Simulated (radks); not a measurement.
Problem. All-electron atom: Mo10+ in [Ar] 3d10 4s2 4p2. Calculated with a radial shooting solver on a logarithmic mesh with Libxc functionals: scalar-relativistic Kohn-Sham, r2SCAN, spin-polarised, spherical densities, finite nucleus; open shells are filled with parallel spins first (spin-orbit coupling, left out, can overturn this in heavy ions); meta-GGA in the generalised Kohn-Sham scheme; Fermi nuclear charge, rms radius 4.4091 fm. Some entries of the table are withheld. Estimate them.

| orbital | occ. | eigenvalue (eV) | r(max) (bohr) | <r> (bohr) |
|---|---|---|---|---|
| 1s up | 1 | -20058.27 | 0.02287 | 0.03517 |
| 1s down | 1 | -20057.56 | 0.02287 | 0.03517 |
| 2s up | 1 | -3007.325 | 0.1295 | 0.1535 |
| 2s down | 1 | -3007.163 | 0.1295 | 0.1535 |
| 2p up | 3 | -2706.594 | 0.1036 | 0.1339 |
| 2p down | 3 | -2706.063 | 0.1036 | 0.1339 |
| 3s up | 1 | -668.8391 | 0.3821 | 0.4261 |
| 3s down | 1 | -668.3189 | 0.3823 | 0.4261 |
| 3p up | 3 | -569.1040 | 0.3757 | 0.4274 |
| 3p down | 3 | -568.4265 | 0.3759 | 0.4273 |
| 3d up | 5 | -407.6149 | 0.3217 | 0.4104 |
| 3d down | 5 | -406.8201 | 0.3218 | 0.4097 |
| 4s up | 1 | (1) | 0.9427 | 1.006 |
| 4s down | 1 | (2) | 0.9410 | 1.005 |
| 4p up | 2 | -199.0256 | 0.9930 | 1.063 |
| 4p down | 0 | -193.1695 | 0.9915 | 1.062 |
| 4d up | 0 | -150.8907 | 1.088 | 1.174 |
| 4d down | 0 | -145.0720 | 1.079 | 1.167 |
| 5s up | 0 | (3) | 1.879 | (4) |
| 5s down | 0 | (5) | 1.822 | (6) |

Solution. 
(1) 4s up eigenvalue (eV): -229.9393
(2) 4s down eigenvalue (eV): -224.0258
(3) 5s up eigenvalue (eV): -108.3932
(4) 5s up <r> (bohr): 1.899
(5) 5s down eigenvalue (eV): -100.7034
(6) 5s down <r> (bohr): 1.827
